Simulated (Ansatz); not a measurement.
Two isomers of C2H5FGeO: A = `O[C]1(F)[CH2][GeH2]1`, B = `[F][GeH]1[CH2]C[O]1`.

Calculated with Ansatz (gas phase, PBE0-D4/def2-TZVP geometries, no zero-point term in ΔE). CCSD(T)/CBS is the MP2 limit (def2-TZVPP, def2-QZVPP) plus CCSD(T) − MP2 in def2-TZVPP, frozen cores. Functionals use def2-TZVPP. B3LYP here is the variant with VWN-RPA as its local correlation; programs differ in this. For Ge outer-core shells are correlated without core-valence functions, which leaves a few kJ/mol of doubt a bond. Scalar relativity is left out up to krypton. One conformer a species, not always the lowest.

Problem. Which is lower in electronic energy at CCSD(T)/CBS, and by how much? (Best estimate.)

Solution. Computed: B, by 250.7 kJ/mol.

Problem. Give E(B) − E(A) in kJ/mol with CCSD(T)/def2-TZVPP, PBE0-D4, B3LYP, B2PLYP, MP2/def2-TZVPP, CCSD/def2-TZVPP, ωB97M-V. (An estimate is asked.)

Solution. The calculation gave: CCSD(T)/def2-TZVPP -255.2, PBE0-D4 -236.0, B3LYP -243.4, B2PLYP -254.5, MP2/def2-TZVPP -264.3, CCSD/def2-TZVPP -259.3, ωB97M-V -246.4. None reverses the order clearly.

Largest T1 diagnostic: 0.012.

In def2-TZVPP, CCSD(T) changes the Hartree–Fock value by +24.6 kJ/mol (the triples alone add +4.2 kJ/mol) and MP2 by +15.5 kJ/mol. From PBE to PBE0 (25 % exact exchange), in def2-TZVPP and without D4, E(B) − E(A) moves by −11.1 kJ/mol.
